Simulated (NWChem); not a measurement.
System: PbClF, singlet; SMILES [F][Pb][Cl]

The following NWChem deck was run.

```
start job
memory heap 200 mb stack 900 mb global 1100 mb
geometry units angstroms noautoz
  Pb    -0.257064     0.337888     0.000000
  F      1.648011     1.108400     0.000000
  Cl     0.327919    -2.073686     0.000000
end
basis spherical
  * library def2-svpd
end
ecp
  Pb library def2-ecp
end
dft
  xc slater vwn_5
  iterations 150
  vectors input atomic output neutral.movecs
end
task dft energy
charge 1
dft
  odft
  mult 2
  vectors input atomic output cation.movecs
end
task dft energy
charge -1
dft
  odft
  mult 2
  vectors input atomic output anion.movecs
end
task dft energy
```

Output (shortened):

```
             Northwest Computational Chemistry Package (NWChem) 7.3.0
             --------------------------------------------------------

 CS  symmetry detected

                             Geometry "geometry" -> ""
                             -------------------------

 Output coordinates in angstroms (scale by  1.889725989 to convert to a.u.)

  No.       Tag          Charge          X              Y              Z
 ---- ---------------- ---------- -------------- -------------- --------------
    1 Pb                  82.0000    -0.23481395     0.32749442     0.00000000
    2 F                    9.0000     1.70627965     1.00214628     0.00000000
    3 Cl                  17.0000     0.22930745    -2.11022698     0.00000000

 Effective nuclear repulsion energy (a.u.)     510.8102748164

      Symmetry information
      --------------------

 Group name             Cs
 Group number              2
 Group order               2
 No. of unique centers     3

                                 NWChem DFT Module
                                 -----------------

 Summary of "ao basis" -> "ao basis" (spherical)
 ------------------------------------------------------------------------------
       Tag                 Description            Shells   Functions and Types
 ---------------- ------------------------------  ------  ---------------------
 Pb                        def2-svpd                12       32   5s4p3d
 F                         def2-svpd                 9       23   4s3p2d
 Cl                        def2-svpd                11       27   5s4p2d

      Symmetry analysis of basis
      --------------------------

        a'         57
        a"         25

            General Information
            -------------------
          SCF calculation type: DFT
          Wavefunction type:  closed shell.
          No. of atoms     :     3
          No. of electrons :    48
           Alpha electrons :    24
            Beta electrons :    24
          Charge           :     0
          Spin multiplicity:     1
          Use of symmetry is: on ; symmetry adaption is: on
          Maximum number of iterations: 150
          AO basis - number of functions:    82
                     number of shells:    32
          Convergence on energy requested:  1.00D-06
          Convergence on density requested:  1.00D-05
          Convergence on gradient requested:  5.00D-04

              XC Information
              --------------
                        Slater Exchange Functional  1.000 local
                      VWN V Correlation Functional  1.000 local

             Grid Information
             ----------------
          Grid used for XC integration:  medium
          Radial quadrature: Mura-Knowles
          Angular quadrature: Lebedev.
          Tag              B.-S. Rad. Rad. Pts. Rad. Cut. Ang. Pts.
          ---              ---------- --------- --------- ---------
          Pb                  1.80      123          12.0       590
          F                   0.50       49          12.0       434
          Cl                  1.00       88          12.0       590
          Grid pruning is: on
          Number of quadrature shells:   260
          Spatial weights used:  Erf1

      Superposition of Atomic Density Guess
      -------------------------------------

 Sum of atomic energies:        -777.98666518

      Non-variational initial energy
      ------------------------------

 Total energy =    -750.308074
 1-e energy   =   -1417.349222
 2-e energy   =     512.798170
 HOMO         =      -0.360512
 LUMO         =      -0.047200

      Symmetry analysis of molecular orbitals - initial
      -------------------------------------------------

  Numbering of irreducible representations:

     1 a'          2 a"

  Orbital symmetries:

     1 a'          2 a'          3 a'          4 a'          5 a'
     6 a"          7 a'          8 a'          9 a'         10 a"
    11 a'         12 a'         13 a'         14 a'         15 a"
    16 a"         17 a'         18 a'         19 a'         20 a"
    21 a'         22 a"         23 a'         24 a'         25 a"
    26 a'         27 a'         28 a'         29 a'         30 a'
    31 a"         32 a'         33 a"         34 a"

   convergence    iter        energy       DeltaE   RMS-Dens  Diis-err
 ---------------- ----- ----------------- --------- --------- ---------
 d= 0,ls=0.0,diis     1   -750.2775101810 -9.05D+02  4.50D-02  1.26D+00
 d= 0,ls=0.0,diis     2   -745.6473932414  4.63D+00  3.63D-02  3.67D+01
 d= 0,ls=0.0,diis     3   -750.1846278609 -4.54D+00  1.81D-02  1.37D+00
 d= 0,ls=0.0,diis     4   -750.3788440446 -1.94D-01  6.55D-03  3.54D-01
 d= 0,ls=0.0,diis     5   -750.4336113022 -5.48D-02  1.14D-03  1.70D-03
  Resetting Diis
 d= 0,ls=0.0,diis     6   -750.4338047457 -1.93D-04  3.74D-04  1.09D-03
 d= 0,ls=0.0,diis     7   -750.4339891531 -1.84D-04  4.10D-04  1.02D-04
 d= 0,ls=0.0,diis     8   -750.4339098586  7.93D-05  2.72D-04  5.81D-04
 d= 0,ls=0.0,diis     9   -750.4340071968 -9.73D-05  3.63D-05  1.48D-05
 d= 0,ls=0.0,diis    10   -750.4340084527 -1.26D-06  1.33D-05  3.97D-06
 d= 0,ls=0.0,diis    11   -750.4340088230 -3.70D-07  4.46D-06  1.21D-07

         Total DFT energy =     -750.434008823018
      One electron energy =    -1418.523461734295
           Coulomb energy =      566.164564173052
    Exchange-Corr. energy =      -52.318088667197
 Nuclear repulsion energy =      154.242977405422

 Numeric. integr. density =       48.000004673480

                  Occupations of the irreducible representations
                  ----------------------------------------------

                     irrep           alpha         beta
                     --------     --------     --------
                     a'               18.0         18.0
                     a"                6.0          6.0

                       DFT Final Molecular Orbital Analysis
                       ------------------------------------

 Vector   22  Occ=2.000000D+00  E=-2.865379D-01  Symmetry=a'
              MO Center=  3.7D-01, -7.5D-01,  4.7D-15, r^2= 4.2D+00
   Bfn.  Coefficient  Atom+Function         Bfn.  Coefficient  Atom+Function
  ----- ------------  ---------------      ----- ------------  ---------------
    68      0.453603  3 Cl py                65      0.352121  3 Cl py
     3     -0.285672  1 Pb s                 38     -0.250725  2 F  py
     4     -0.248486  1 Pb s                 37      0.241187  2 F  px
    62      0.205074  3 Cl py                 1      0.194567  1 Pb s
    12      0.172875  1 Pb px                41      0.164036  2 F  py

 Vector   23  Occ=2.000000D+00  E=-2.845967D-01  Symmetry=a"
              MO Center=  2.5D-01, -1.9D+00,  1.1D-14, r^2= 1.9D+00
   Bfn.  Coefficient  Atom+Function         Bfn.  Coefficient  Atom+Function
  ----- ------------  ---------------      ----- ------------  ---------------
    69      0.576613  3 Cl pz                66      0.454219  3 Cl pz
    63      0.264281  3 Cl pz                39      0.135790  2 F  pz
    14      0.121565  1 Pb pz                72      0.105134  3 Cl pz
    42     -0.089571  2 F  pz                19      0.069787  1 Pb d -1
    17      0.047238  1 Pb pz                11     -0.040222  1 Pb pz

 Vector   24  Occ=2.000000D+00  E=-2.742802D-01  Symmetry=a'
              MO Center=  3.0D-01, -1.7D+00,  6.7D-15, r^2= 2.4D+00
   Bfn.  Coefficient  Atom+Function         Bfn.  Coefficient  Atom+Function
  ----- ------------  ---------------      ----- ------------  ---------------
    67      0.572005  3 Cl px                64      0.449832  3 Cl px
    61      0.261103  3 Cl px                37     -0.179949  2 F  px
     3      0.173448  1 Pb s                  4      0.144556  1 Pb s
    40      0.129318  2 F  px                 1     -0.114614  1 Pb s
    70      0.102929  3 Cl px                18      0.078753  1 Pb d -2

 Vector   25  Occ=0.000000D+00  E=-1.491095D-01  Symmetry=a"
              MO Center= -2.4D-01,  2.4D-01,  5.1D-15, r^2= 3.6D+00
   Bfn.  Coefficient  Atom+Function         Bfn.  Coefficient  Atom+Function
  ----- ------------  ---------------      ----- ------------  ---------------
    14      0.636551  1 Pb pz                17      0.537028  1 Pb pz
    11     -0.204534  1 Pb pz                69     -0.203765  3 Cl pz
     8     -0.197662  1 Pb pz                39      0.174041  2 F  pz
    66     -0.148280  3 Cl pz                42     -0.121370  2 F  pz
    63     -0.083349  3 Cl pz                45     -0.079918  2 F  pz

 Vector   26  Occ=0.000000D+00  E=-7.383223D-02  Symmetry=a'
              MO Center= -4.0D-01,  2.7D-01, -4.9D-15, r^2= 5.3D+00
   Bfn.  Coefficient  Atom+Function         Bfn.  Coefficient  Atom+Function
  ----- ------------  ---------------      ----- ------------  ---------------
    13      0.440959  1 Pb py                15     -0.419347  1 Pb px
    16      0.414499  1 Pb py                 4     -0.378476  1 Pb s
     3     -0.351310  1 Pb s                 68      0.346016  3 Cl py
     5      0.328373  1 Pb s                 12     -0.294575  1 Pb px
    59      0.275423  3 Cl s                 65      0.217862  3 Cl py

 Vector   27  Occ=0.000000D+00  E=-6.983460D-02  Symmetry=a'
              MO Center= -4.2D-01,  3.6D-01,  3.8D-16, r^2= 4.6D+00
   Bfn.  Coefficient  Atom+Function         Bfn.  Coefficient  Atom+Function
  ----- ------------  ---------------      ----- ------------  ---------------
    15      0.711536  1 Pb px                12      0.453094  1 Pb px
    16      0.436341  1 Pb py                 4      0.380499  1 Pb s
    36     -0.374686  2 F  s                 13      0.324577  1 Pb py
    43      0.245909  2 F  px                37     -0.230083  2 F  px
    40      0.204262  2 F  px                67     -0.176489  3 Cl px

     Multipole analysis of the density
     ---------------------------------

     L   x y z        total         alpha         beta         nuclear
     -   - - -        -----         -----         ----         -------
     0   0 0 0     -0.000000    -24.000000    -24.000000     48.000000

     1   1 0 0     -1.548454    -14.086247    -14.086247     26.624041
     1   0 1 0      0.898413     19.015448     19.015448    -37.132483
     1   0 0 1     -0.000000     -0.000000     -0.000000      0.000000

     2   2 0 0    -36.987354    -69.041077    -69.041077    101.094801
     2   1 1 0     -2.467928    -11.003552    -11.003552     19.539177
     2   1 0 1     -0.000000     -0.000000     -0.000000      0.000000
     2   0 2 0    -37.748729   -174.394601   -174.394601    311.040473
     2   0 1 1      0.000000      0.000000      0.000000      0.000000
     2   0 0 2    -31.117696    -15.558848    -15.558848      0.000000

                                 NWChem DFT Module
                                 -----------------

      Symmetry analysis of basis
      --------------------------

        a'         57
        a"         25

            General Information
            -------------------
          SCF calculation type: DFT
          Wavefunction type:  spin polarized.
          No. of atoms     :     3
          No. of electrons :    47
           Alpha electrons :    24
            Beta electrons :    23
          Charge           :     1
          Spin multiplicity:     2
          Use of symmetry is: on ; symmetry adaption is: on
          Maximum number of iterations: 150
          AO basis - number of functions:    82
                     number of shells:    32
          Convergence on energy requested:  1.00D-06
          Convergence on density requested:  1.00D-05
          Convergence on gradient requested:  5.00D-04

              XC Information
              --------------
                        Slater Exchange Functional  1.000 local
                      VWN V Correlation Functional  1.000 local

             Grid Information
             ----------------
          Grid used for XC integration:  medium
          Radial quadrature: Mura-Knowles
          Angular quadrature: Lebedev.
          Tag              B.-S. Rad. Rad. Pts. Rad. Cut. Ang. Pts.
          ---              ---------- --------- --------- ---------
          Pb                  1.80      123          12.0       590
          F                   0.50       49          12.0       434
          Cl                  1.00       88          12.0       590
          Grid pruning is: on
          Number of quadrature shells:   260
          Spatial weights used:  Erf1

      Superposition of Atomic Density Guess
      -------------------------------------

 Sum of atomic energies:        -777.98666518

 Renormalizing density from      48.00 to     47

      Non-variational initial energy
      ------------------------------

 Total energy =    -741.923987
 1-e energy   =   -1387.821113
 2-e energy   =     491.654148
 HOMO         =      -0.678547
 LUMO         =      -0.306260

   Symmetry analysis of molecular orbitals - initial alpha
   -------------------------------------------------------

  Numbering of irreducible representations:

     1 a'          2 a"

  Orbital symmetries:

     1 a'          2 a'          3 a'          4 a'          5 a'
     6 a"          7 a'          8 a'          9 a'         10 a"
    11 a'         12 a'         13 a'         14 a"         15 a'
    16 a"         17 a'         18 a'         19 a'         20 a"
    21 a'         22 a"         23 a'         24 a'         25 a"
    26 a'         27 a'         28 a'         29 a'         30 a"
    31 a'         32 a"         33 a'         34 a'

   Symmetry analysis of molecular orbitals - initial beta
   ------------------------------------------------------

  Numbering of irreducible representations:

     1 a'          2 a"

  Orbital symmetries:

     1 a'          2 a'          3 a'          4 a'          5 a'
     6 a"          7 a'          8 a'          9 a'         10 a"
    11 a'         12 a'         13 a'         14 a"         15 a'
    16 a"         17 a'         18 a'         19 a'         20 a"
    21 a'         22 a"         23 a'         24 a'         25 a"
    26 a'         27 a'         28 a'         29 a'         30 a"
    31 a'         32 a"         33 a'         34 a'

[...]
```

Level: LDA (Slater exchange, VWN5)/def2-SVPD with def2 effective core potentials on Pb, vertical spin-unrestricted ions. Low-valent species are run as closed-shell singlets; no triplet was tried in these runs. Coordinates come from a PBE0/def2-SVP optimisation. def2 effective core potentials on Pb; no spin-orbit coupling.
